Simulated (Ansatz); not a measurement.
`[SiH3]N([SiH3])[SiH2]Cl`, 13 atoms. Charge 0, multiplicity 1. All runs use 4 threads of an Intel Xeon Platinum 8488C on a shared host. Correlated methods freeze the cores.

Q: How many basis functions does each run have, and how long does it take in Ansatz? RHF-MP2/def2-QZVPP energy; RKS LC-ωPBE/def2-TZVPP energy; RKS ωB97M-V/def2-SVP energy; RKS ωB97M-V/def2-TZVPP energy and forces; RKS PBE0-D4/def2-QZVPP energy; RKS ωB97M-V/def2-QZVPP energy; RKS CAM-B3LYP-D4/def2-TZVPP energy; direct RPA on PBE orbitals/def2-TZVPP energy; RKS PBE0-D4/def2-TZVP frequencies; RKS r2SCAN-D4/def2-TZVPP energy and forces; RKS PBE0-D4/def2-TZVP relaxation (16 steps); RKS PBE0-D4/def2-SVP energy. (Best estimate.)

A: The calculation gave: Other jobs shared the machine, so times are rough.

| level | job | functions | wall time | peak host memory (GiB) |
| --- | --- | --- | --- | --- |
| RKS PBE0-D4/def2-SVP | energy | 126 | 1.1 s | 0.32 |
| RKS LC-ωPBE/def2-TZVPP | energy | 311 | 2.9 s | 0.83 |
| RKS ωB97M-V/def2-SVP | energy | 126 | 3.2 s | 0.48 |
| RKS CAM-B3LYP-D4/def2-TZVPP | energy | 311 | 4.1 s | 1.3 |
| RKS r2SCAN-D4/def2-TZVPP | energy and forces | 311 | 4.4 s | 0.6 |
| direct RPA on PBE orbitals/def2-TZVPP | energy | 311 | 5.5 s | 0.92 |
| RKS ωB97M-V/def2-TZVPP | energy and forces | 311 | 10 s | 1.6 |
| RKS PBE0-D4/def2-QZVPP | energy | 577 | 12 s | 2.9 |
| RHF-MP2/def2-QZVPP | energy | 577 | 23 s | 4.7 |
| RKS ωB97M-V/def2-QZVPP | energy | 577 | 25 s | 3.5 |
| RKS PBE0-D4/def2-TZVP | relaxation (16 steps) | 227 | 52 s | 0.81 |
| RKS PBE0-D4/def2-TZVP | frequencies | 227 | 3 min | 0.83 |

LC-ωPBE has ω = 0.4 bohr⁻¹.
